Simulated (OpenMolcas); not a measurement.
## Ionisation energies of selenium

```
Program             : OpenMolcas
Basis               : ANO-RCC-VQZP [7s6p4d2f1g]
Scalar Hamiltonian  : DKH2, point nucleus
Spin-orbit coupling : state interaction with AMFI integrals over the reference wave functions, term energies averaged over their components
```

Active shells in each charge state: the valence s, p shells, with orbitals averaged over the low states. Where CASPT2's correlated closed shells are named, they are those of the first ion.

A. CASSCF
B. SS-CASPT2, IPEA 0.25 Eh, imaginary shift 0.1 Eh (closed shells correlated: 3d)
C. SS-CASPT2, IPEA 0 Eh, imaginary shift 0.1 Eh (closed shells correlated: 3d)
D. SS-CASPT2, IPEA 0.25 Eh, imaginary shift 0.1 Eh (closed shells correlated: 3s 3p 3d)
E. SS-CASPT2, IPEA 0.25 Eh, imaginary shift 0.1 Eh (closed shells correlated: none)

Energies in eV between the lowest computed levels, named as in B; reference values from the NIST Atomic Spectra Database with their kind.

| From | To | A | B | C | D | E | Spin-orbit share in B | Reference |
| --- | --- | --- | --- | --- | --- | --- | --- | --- |
| Se2+ 4s² 4p² ³P₀ | Se3+ 4s² 4p ²P°_1/2 | 30.655 | 31.522 | 31.616 | 31.507 | 31.335 | +0.004 | 31.697 (measured) |
| Se3+ 4s² 4p ²P°_1/2 | Se4+ 4s² ¹S₀ | 41.698 | 42.689 | 42.779 | 42.676 | 42.468 | +0.325 | 42.947 (measured) |
| Se4+ 4s² ¹S₀ | Se5+ 4s ²S_1/2 | 66.698 | 67.120 | 67.121 | 67.132 | 66.781 | +0.000 | 68.300 (semi-empirical) |
| Se5+ 4s ²S_1/2 | Se6+ 3d¹⁰ ¹S₀ | 80.728 | 81.144 | 81.152 | 81.174 | 80.728 | +0.000 | 81.830 (measured) |

Steps that some method lacks are left out, and so are those with a state whose active s or d shell is doubly occupied in every root (s and p with five to eight electrons, d10) over a frozen core shell of the same l, since the two then mix freely.

Error against the reference values, in %:

```csv
From,Reference,A,B,C,D,E
Se2+,measured,-3.3,-0.6,-0.3,-0.6,-1.1
Se3+,measured,-2.9,-0.6,-0.4,-0.6,-1.1
Se4+,semi-empirical,-2.3,-1.7,-1.7,-1.7,-2.2
Se5+,measured,-1.3,-0.8,-0.8,-0.8,-1.3
```

Mean absolute error over the 3 measured values: A 1.13 eV, B 0.37 eV, C 0.31 eV, D 0.37 eV, E 0.65 eV. C lies closest.

° marks odd parity.
